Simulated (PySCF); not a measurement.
Cd(Br)(SMe) (CH3BrCdS), SMILES [S]([Cd][Br])C. Atoms are numbered in the order given.

```xyz
7

Cd     0.1819    -0.1823     0.0000
Br    -0.1698     2.2323     0.0000
S      0.5483    -2.5150     0.0000
C     -1.1720    -3.1814     0.0000
H     -1.7302    -2.8870     0.8992
H     -1.0676    -4.2759     0.0000
H     -1.7302    -2.8870    -0.8992
```

Coordinates come from a B3LYP-D3(BJ)/def2-SVP optimisation. The structure was generated by enumeration; whether it is a known compound was not checked. The def2 effective core potentials stand for the cores of Cd; spin–orbit coupling is left out. One conformer was computed; it need not be the lowest.

These are r2SCAN/def2-TZVP run with PySCF values and carry that method's errors.

ESP charges are fitted to the potential on shells at 1.4 to 2.0 van der Waals radii. Atomic charges (e):

```tsv
atom	ESP fit	Mulliken	Löwdin
Cd1	0.59	0.64	0.36
Br2	-0.35	-0.39	(withheld)
S3	-0.34	-0.35	0.06
C4	-0.37	-0.29	(withheld)
H5	0.13	0.13	(withheld)
H6	0.20	0.13	(withheld)
H7	0.13	0.13	(withheld)
```

Problem. Complete the blanks. (An estimate is asked for; the answer gives what the named calculation found.)

Solution. 
- Br2, Löwdin: -0.21
- C4, Löwdin: -0.54
- H5, Löwdin: 0.11
- H6, Löwdin: 0.11
- H7, Löwdin: 0.11
